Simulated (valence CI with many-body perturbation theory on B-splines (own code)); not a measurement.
Energy levels of Cs XL

Calculated by relativistic CI+MBPT: six valence electrons over a frozen Dirac-Fock core [Ne], radial functions for each j: 9 s, 9 p, 8 d, 6 f, 3 g, 1 h, with the one-electron correlation potential Σ1 (screened to all orders), the two-electron term Σ2, the three-electron term Σ3, Breit, model QED; selected single and double excitations, second order for the rest, scaled by the run's own slope (own B-spline code, finite nucleus).

No measured spectrum was set against this ion. As an estimate, large intervals hold to a few tenths of a per cent, small ones and those within an open d or f shell to about a per cent. Among the levels kept, up to 1100 cm⁻¹ of a level comes from second order outside the variational space, and about a tenth of that is noise between levels of different J, which matters for small intervals.

Levels 1 to 38 of 38, with energies above the lowest level, (3s^2 3p1/2^2 3p3/2^2) J=2. "Leading %" is the weight of the configuration and term that name the level; weights of strongly mixed levels are sums over their largest components and can fall short, and the name can then belong to a minority configuration. In the jj column 3d3/2^4 stands for four electrons in 3d with j = 3/2. Lifetimes count E1, E2, E3, M1 and M2 decay at the calculated energies, and are blank where another channel may lead or the interval is too uncertain; long ones can be off by a factor of two.

```csv
No.,Configuration,Term,J,E (cm⁻¹),Leading %,Second component,Lifetime,Leading jj
1,3s²3p⁴,³P,2,0,71,28 % 3s²3p⁴ ¹D,,3s^2 3p1/2^2 3p3/2^2 (98 %)
2,3s²3p⁴,¹S,0,105220,58,40 % 3s²3p⁴ ³P,147 ms,3s^2 3p1/2^2 3p3/2^2 (98 %)
3,3s²3p⁴,³P,1,667650,98,,165 ns,3s^2 3p1/2 3p3/2^3 (98 %)
4,3s²3p⁴,¹D,2,724500,70,28 % 3s²3p⁴ ³P,319 ns,3s^2 3p1/2 3p3/2^3 (98 %)
5,3s²3p³3d,³F°,2,1281000,29,20 % 3s²3p³3d ³D°,533 ps,3s^2 3p1/2^2 3p3/2 3d3/2 (96 %)
6,3s²3p³3d,⁵D°,1,1310900,30,26 % 3s²3p³3d ³P°,414 ps,3s^2 3p1/2^2 3p3/2 3d3/2 (92 %)
7,3s²3p³3d,³P°,0,1323900,52,36 % 3s²3p³3d ⁵D°,23.4 ns,3s^2 3p1/2^2 3p3/2 3d3/2 (96 %)
8,3s²3p³3d,³F°,3,1324200,28,22 % 3s²3p³3d ⁵D°,18.9 ns,3s^2 3p1/2^2 3p3/2 3d3/2 (88 %)
9,3s²3p⁴,³P,0,1434200,58,39 % 3s²3p⁴ ¹S,68.5 ns,3s^2 3p3/2^4 (97 %)
10,3s3p⁵,³P°,2,1436000,25,19 % 3s²3p³3d ³P°,415 ps,3s^2 3p1/2^2 3p3/2 3d5/2 (71 %)
11,3s²3p³3d,³F°,4,1462600,44,34 % 3s²3p³3d ⁵D°,26.7 μs,3s^2 3p1/2^2 3p3/2 3d5/2 (97 %)
12,3s²3p³3d,³D°,3,1596100,28,19 % 3s²3p³3d ¹F°,8.23 ps,3s^2 3p1/2^2 3p3/2 3d5/2 (81 %)
13,3s²3p³3d,³P°,1,1630300,31,17 % 3s²3p³3d ³D°,12.3 ps,3s^2 3p1/2^2 3p3/2 3d5/2 (75 %)
14,3s3p⁵,³P°,2,1657200,58,15 % 3s²3p³3d ⁵D°,7.08 ps,3s 3p1/2^2 3p3/2^3 (58 %)
15,3s3p⁵,³P°,1,1759000,28,26 % 3s²3p³3d ³D°,6.10 ps,3s 3p1/2^2 3p3/2^3 (49 %)
16,3s²3p³3d,³F°,2,1905400,45,27 % 3s²3p³3d ³D°,208 ps,3s^2 3p1/2 3p3/2^2 3d3/2 (95 %)
17,3s²3p³3d,⁵D°,0,1906200,44,31 % 3s²3p³3d ¹S°,908 ps,3s^2 3p1/2 3p3/2^2 3d3/2 (91 %)
18,3s²3p³3d,³D°,1,1912400,51,30 % 3s²3p³3d ⁵D°,27.9 ps,3s^2 3p1/2 3p3/2^2 3d3/2 (88 %)
19,3s²3p³3d,³F°,3,1945900,40,24 % 3s²3p³3d ³G°,165 ps,3s^2 3p1/2 3p3/2^2 3d3/2 (91 %)
20,3s²3p³3d,³G°,4,2002200,52,28 % 3s²3p³3d ¹G°,1.16 μs,3s^2 3p1/2 3p3/2^2 3d3/2 (96 %)
21,3s²3p³3d,³D°,3,2057400,58,28 % 3s²3p³3d ⁵D°,86.0 ps,3s^2 3p1/2 3p3/2^2 3d5/2 (95 %)
22,3s²3p³3d,³F°,2,2065600,55,27 % 3s²3p³3d ¹D°,19.0 ps,3s^2 3p1/2 3p3/2^2 3d3/2 (90 %)
23,3s²3p³3d,⁵D°,4,2072000,47,20 % 3s²3p³3d ¹G°,223 ns,3s^2 3p1/2 3p3/2^2 3d5/2 (96 %)
24,3s²3p³3d,³P°,0,2102800,39,34 % 3s²3p³3d ¹S°,1.37 ns,3s^2 3p1/2 3p3/2^2 3d5/2 (71 %)
25,3s²3p³3d,³D°,1,2107100,35,31 % 3s²3p³3d ¹P°,138 ps,3s^2 3p1/2 3p3/2^2 3d5/2 (82 %)
26,3s²3p³3d,³F°,4,2136000,69,28 % 3s²3p³3d ¹G°,1.16 μs,3s^2 3p1/2 3p3/2^2 3d5/2 (96 %)
27,3s²3p³3d,³G°,5,2157100,99,,1.06 μs,3s^2 3p1/2 3p3/2^2 3d5/2 (99 %)
28,3s²3p³3d,³D°,3,2168700,54,17 % 3s²3p³3d ³F°,1.60 ps,3s^2 3p1/2 3p3/2^2 3d3/2 (83 %)
29,3s²3p³3d,³P°,2,2181400,39,15 % 3s²3p³3d ¹D°,1.37 ps,3s^2 3p1/2 3p3/2^2 3d3/2 (76 %)
30,3s²3p³3d,³S°,1,2191500,50,21 % 3s²3p³3d ³P°,1.37 ps,3s^2 3p1/2 3p3/2^2 3d3/2 (73 %)
31,3s²3p³3d,³D°,2,2253500,52,23 % 3s²3p³3d ³P°,126 ps,3s^2 3p1/2 3p3/2^2 3d5/2 (96 %)
32,3s²3p³3d,³D°,1,2272400,26,24 % 3s²3p³3d ¹P°,1.28 ps,3s^2 3p1/2 3p3/2^2 3d3/2 (58 %)
33,3s²3p³3d,³F°,3,2293900,36,31 % 3s²3p³3d ¹F°,412 ps,3s^2 3p1/2 3p3/2^2 3d5/2 (97 %)
34,3s²3p³3d,³D°,2,2311500,41,17 % 3s²3p³3d ³F°,5.35 ps,3s^2 3p1/2 3p3/2^2 3d5/2 (83 %)
35,3s²3p³3d,³D°,1,2347700,33,31 % 3s²3p³3d ¹P°,2.59 ps,3s^2 3p1/2 3p3/2^2 3d5/2 (52 %)
36,3s²3p³3d,¹F°,3,2352500,47,17 % 3s²3p³3d ³F°,5.21 ps,3s^2 3p1/2 3p3/2^2 3d5/2 (77 %)
37,3s3p⁵,³P°,0,2368900,50,18 % 3s²3p³3d ¹S°,5.09 ps,3s 3p1/2 3p3/2^4 (50 %)
38,3s²3p³3d,¹D°,2,2405600,40,22 % 3s²3p³3d ³P°,2.34 ps,3s^2 3p1/2 3p3/2^2 3d5/2 (86 %)
```

The ionisation energy to 3s²3p³ ²P°3/2 of the next ion comes out as 2860.8 eV (NIST: 2859 ± 4 eV (theoretical)). All 38 levels together are meant to be complete up to 2446500 cm⁻¹.
